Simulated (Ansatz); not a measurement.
GaCl2(OH) (GaCl2OH). The state is a singlet with charge 0. Geometry PBE0-D4/def2-SVP, basis def2-TZVP, Ansatz.

Cartesian coordinates in Å:
```
Ga 0.077 0.282 -0.270
Cl -0.168 0.804 -2.309
Cl 1.089 1.600 1.063
O -0.574 -1.259 0.290
H -0.424 -1.427 1.227
```

```tsv
run	HOMO (eV)	LUMO (eV)
A	-9.39	-1.61
B	-8.98	-1.98
C	-10.67	-0.72
D	-8.31	-2.27
E	-8.36	-2.36
F	-7.84	-2.43
```

HSE06 is defined as in plane-wave codes, on full-range PBE exchange.

Question: The runs used B97M-V, BHLYP, HSE06, PBE0, r2SCAN, revPBE. Estimate which is which.

Answer: A PBE0 (25 % exact exchange); B HSE06 (range-separated); C BHLYP (50 % exact exchange); D r2SCAN (0 % exact exchange); E B97M-V (0 % exact exchange); F revPBE (0 % exact exchange). Exact exchange lowers occupied and raises empty levels; among semilocal functionals meta-GGAs tend to open the gap a little, and such runs are hard to tell apart. The gap grows from 5.41 eV (revPBE) to 9.95 eV (BHLYP).
